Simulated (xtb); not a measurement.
Job for xtb: GFN2-xTB on GaH4P (SMILES [PH2][GaH2]), a point of a torsion scan.

```
$ xtb mol.xyz --gfn 2 --sp --chrg 0 --uhf 0
6

P     -1.41312634    -0.20161947    -0.63839593
Ga     0.85572133     0.30496278    -0.45472498
H     -1.72966394     1.02290921    -0.02891137
H     -1.36131882    -0.84404315     0.60857216
H      1.63199410     0.57640658     0.91851216
H      1.89428800     0.44498274    -1.65499563
```

Output:

```
[...]
           -------------------------------------------------
          |                Calculation Setup                |
           -------------------------------------------------



           -------------------------------------------------
          |                 G F N 2 - x T B                 |
           -------------------------------------------------

        Reference                      10.1021/acs.jctc.8b01176
      * Hamiltonian:
        H0-scaling (s, p, d)           1.850000    2.230000    2.230000
        zeta-weighting                 0.500000
      * Dispersion:
        s8                             2.700000
        a1                             0.520000
        a2                             5.000000
        s9                             5.000000
      * Repulsion:
        kExp                           1.500000    1.000000
        rExp                           1.000000
      * Coulomb:
        alpha                          2.000000
        third order                    shell-resolved
        anisotropic                    true
        a3                             3.000000
        a5                             4.000000
        cn-shift                       1.200000
        cn-exp                         4.000000
        max-rad                        5.000000


          ...................................................
          :                      SETUP                      :
          :.................................................:
          :  # basis functions                  24          :
          :  # atomic orbitals                  22          :
          :  # shells                           10          :
          :  # electrons                        12          :
          :  max. iterations                   250          :
          :  Hamiltonian                  GFN2-xTB          :
          :  restarted?                      false          :
          :  GBSA solvation                  false          :
          :  PC potential                    false          :
          :  electronic temp.          300.0000000     K    :
          :  accuracy                    1.0000000          :
          :  -> integral cutoff          0.2500000E+02      :
          :  -> integral neglect         0.1000000E-07      :
          :  -> SCF convergence          0.1000000E-05 Eh   :
          :  -> wf. convergence          0.1000000E-03 e    :
          :  Broyden damping             0.4000000          :
          :  net charge                          0          :
          :  unpaired electrons                  0          :
          ...................................................

 iter      E             dE          RMSdq      gap      omega  full diag
   1     -5.7191980 -0.571920E+01  0.217E+01    4.34       0.0  T
   2     -5.7525918 -0.333937E-01  0.145E+01    4.09       1.0  T
   3     -5.7529694 -0.377597E-03  0.119E+00    4.19       1.0  T
   4     -5.7542783 -0.130896E-02  0.530E-01    4.20       1.0  T
   5     -5.7543782 -0.998633E-04  0.109E-01    4.19       1.0  T
   6     -5.7543824 -0.423889E-05  0.418E-02    4.18       1.0  T
   7     -5.7543826 -0.169228E-06  0.159E-02    4.18       2.6  T
   8     -5.7543826 -0.200005E-07  0.624E-03    4.18       6.5  T
   9     -5.7543826 -0.212239E-07  0.163E-03    4.18      25.1  T
  10     -5.7543826 -0.307576E-08  0.806E-04    4.18      50.7  T
  11     -5.7543826 -0.686565E-09  0.905E-05    4.18     451.3  T

   *** convergence criteria satisfied after 11 iterations ***

         #    Occupation            Energy/Eh            Energy/eV
      -------------------------------------------------------------
         1        2.0000           -0.6691890             -18.2096
         2        2.0000           -0.5510737             -14.9955
         3        2.0000           -0.4808980             -13.0859
         4        2.0000           -0.4545250             -12.3683
         5        2.0000           -0.4175114             -11.3611
         6        2.0000           -0.3919314             -10.6650 (HOMO)
         7                         -0.2381498              -6.4804 (LUMO)
         8                         -0.2257502              -6.1430
         9                         -0.1908785              -5.1941
        10                         -0.1168483              -3.1796
        11                         -0.0973110              -2.6480
       ...                                ...                  ...
        22                          1.3625198              37.0761
      -------------------------------------------------------------
                  HL-Gap            0.1537817 Eh            4.1846 eV
             Fermi-level           -0.3150406 Eh           -8.5727 eV

 SCC (total)                   0 d,  0 h,  0 min,  0.004 sec
 SCC setup                      ...        0 min,  0.000 sec (  2.242%)
 Dispersion                     ...        0 min,  0.000 sec (  0.864%)
 classical contributions        ...        0 min,  0.000 sec (  0.406%)
 integral evaluation            ...        0 min,  0.001 sec ( 17.110%)
 iterations                     ...        0 min,  0.002 sec ( 52.374%)
 molecular gradient             ...        0 min,  0.001 sec ( 24.358%)
 printout                       ...        0 min,  0.000 sec (  2.381%)

         :::::::::::::::::::::::::::::::::::::::::::::::::::::
         ::                     SUMMARY                     ::
         :::::::::::::::::::::::::::::::::::::::::::::::::::::
         :: total energy              -5.727570226197 Eh    ::
         :: gradient norm              0.000104261223 Eh/a0 ::
         :: HOMO-LUMO gap              4.184612032696 eV    ::
         ::.................................................::
         :: SCC energy                -5.754382092568 Eh    ::
         :: -> isotropic ES            0.011554616214 Eh    ::
         :: -> anisotropic ES          0.000371687934 Eh    ::
         :: -> anisotropic XC          0.001078136127 Eh    ::
         :: -> dispersion             -0.002774667686 Eh    ::
         :: repulsion energy           0.026811866371 Eh    ::
         :: add. restraining           0.000000000000 Eh    ::
         :: total charge              -0.000000000000 e     ::
         :::::::::::::::::::::::::::::::::::::::::::::::::::::

           -------------------------------------------------
          |                Property Printout                |
           -------------------------------------------------

    * Orbital Energies and Occupations

         #    Occupation            Energy/Eh            Energy/eV
      -------------------------------------------------------------
         1        2.0000           -0.6691890             -18.2096
         2        2.0000           -0.5510737             -14.9955
         3        2.0000           -0.4808980             -13.0859
         4        2.0000           -0.4545250             -12.3683
         5        2.0000           -0.4175114             -11.3611
         6        2.0000           -0.3919314             -10.6650 (HOMO)
         7                         -0.2381498              -6.4804 (LUMO)
         8                         -0.2257502              -6.1430
         9                         -0.1908785              -5.1941
        10                         -0.1168483              -3.1796
        11                         -0.0973110              -2.6480
        12                         -0.0728140              -1.9814
        13                         -0.0534256              -1.4538
        14                         -0.0314260              -0.8551
        15                         -0.0231974              -0.6312
        16                          0.1275671               3.4713
Note: The following floating-point exceptions are signalling: IEEE_UNDERFLOW_FLAG IEEE_DENORMAL
normal termination of xtb
        17                          0.1465560               3.9880
       ...                                ...                  ...
        22                          1.3625198              37.0761
      -------------------------------------------------------------
                  HL-Gap            0.1537817 Eh            4.1846 eV
             Fermi-level           -0.3150406 Eh           -8.5727 eV

     #   Z          covCN         q      C6AA      α(0)
     1  15 P        2.867    -0.038   162.038    22.875
     2  31 Ga       2.695     0.108   216.010    32.960
     3   1 H        0.976     0.064     2.152     2.292
     4   1 H        0.976     0.071     2.069     2.248
     5   1 H        0.889    -0.104     5.737     3.749
     6   1 H        0.892    -0.100     5.573     3.695

 Mol. C6AA /au·bohr⁶  :       1213.863217
 Mol. C8AA /au·bohr⁸  :      75975.533270
 Mol. α(0) /au        :         67.818279


Wiberg/Mayer (AO) data.
largest (>0.10) Wiberg bond orders for each atom

 ---------------------------------------------------------------------------
     #   Z sym  total        # sym  WBO       # sym  WBO       # sym  WBO
 ---------------------------------------------------------------------------
     1  15 P    3.184 --     2 Ga   1.110     3 H    0.908     4 H    0.906
                             5 H    0.133     6 H    0.127
     2  31 Ga   2.834 --     1 P    1.110     6 H    0.780     5 H    0.773
     3   1 H    0.996 --     1 P    0.908
     4   1 H    0.995 --     1 P    0.906
     5   1 H    0.989 --     2 Ga   0.773     1 P    0.133
     6   1 H    0.990 --     2 Ga   0.780     1 P    0.127
 ---------------------------------------------------------------------------

Topologies differ in total number of bonds
Writing topology from bond orders to xtbtopo.mol

molecular dipole:
                 x           y           z       tot (Debye)
 q only:       -0.795      -0.112       0.162
   full:       -0.506       0.008       0.337       1.546
molecular quadrupole (traceless):
                xx          xy          yy          xz          yz          zz
 q only:       -0.653      -1.050       1.396       0.134      -0.213      -0.743
  q+dip:       -1.473      -1.482       1.645      -1.158      -0.448      -0.171
   full:       -4.618      -3.359       5.996      -1.640      -1.201      -1.379


           -------------------------------------------------
          | TOTAL ENERGY               -5.727570226197 Eh   |
          | GRADIENT NORM               0.000104261223 Eh/α |
          | HOMO-LUMO GAP               4.184612032696 eV   |
           -------------------------------------------------

------------------------------------------------------------------------
------------------------------------------------------------------------
 total:
 SCF:
```

The run finished.

Cost: about 0.03 core-seconds (a rough figure).
